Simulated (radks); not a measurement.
Trend from Lu+ to Hg+: ionisation energy by Delta-SCF between NIST ground configurations, and size. All-electron calculation, scalar-relativistic Kohn-Sham, PBEsol, spin-polarised, spherical densities, finite nucleus; open shells are filled with parallel spins first (spin-orbit coupling, left out, can overturn this in heavy ions); Fermi nuclear charge, rms radius of each element as measured or else 0.836 A^(1/3) + 0.57 fm. Program: a radial shooting solver on a logarithmic mesh with Libxc functionals.

species	configuration	configuration of the ion	IE (eV)	NIST (eV)	kind	outermost	<r> outermost (bohr)
Lu+	[Xe] 4f14 6s2	[Xe] 4f14 6s1	14.006	14.13	semi-emp.	6s	3.25
Hf+	[Xe] 4f14 5d1 6s2	[Xe] 4f14 5d2	15.004	14.61	theory	6s	3.13
Ta+	[Xe] 4f14 5d3 6s1	[Xe] 4f14 5d3	15.733	16.2	semi-emp.	6s	3.00
W+	[Xe] 4f14 5d4 6s1	[Xe] 4f14 5d4	16.534	16.4	semi-emp.	6s	2.89
Re+	[Xe] 4f14 5d5 6s1	[Xe] 4f14 5d5	17.251	16.6	semi-emp.	6s	2.79
Os+	[Xe] 4f14 5d6 6s1	[Xe] 4f14 5d6	17.762	17	semi-emp.	6s	2.72
Ir+	[Xe] 4f14 5d7 6s1	[Xe] 4f14 5d7	18.187	17.0	semi-emp.	6s	2.65
Pt+	[Xe] 4f14 5d9	[Xe] 4f14 5d8	19.485	18.6	exp.	5d	1.65
Au+	[Xe] 4f14 5d10	[Xe] 4f14 5d9	21.075	20.20	exp.	5d	1.57
Hg+	[Xe] 4f14 5d10 6s1	[Xe] 4f14 5d10	19.220	18.757	exp.	6s	2.49

Reference values: NIST Atomic Spectra Database (exp. = measured, semi-emp. = semi-empirical, theory = theoretical value adopted there). Open shells are spherical and high-spin; term and fine-structure splittings are not resolved. Spin-orbit splitting is averaged out at the scalar-relativistic level.
